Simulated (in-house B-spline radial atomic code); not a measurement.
# N: [He] 2s2 2p3

All numbers are computed (non-relativistic BLYP, spin-polarised, spherical fractional occupations; point nucleus) with a radial B-spline atomic code at the basis-set limit, not measured.

Z_r = [3n² - l(l+1)]/(2<r>); Z_e = n√(-2ε); the last column is Slater's effective charge. Values are occupation-weighted means over spin.

```csv
shell,electrons,ε (eV),<r> (bohr),Z_r,Z_e,Slater
1s,2,-383.75,0.2299,6.52,5.31,6.70
2s,2,-17.497,1.338,4.48,2.27,3.90
2p,3,-8.0821,1.433,3.49,1.54,3.90
```

The least bound orbital is 2p up at -8.082 eV, and it is also the most diffuse (<r> = 1.433 bohr).
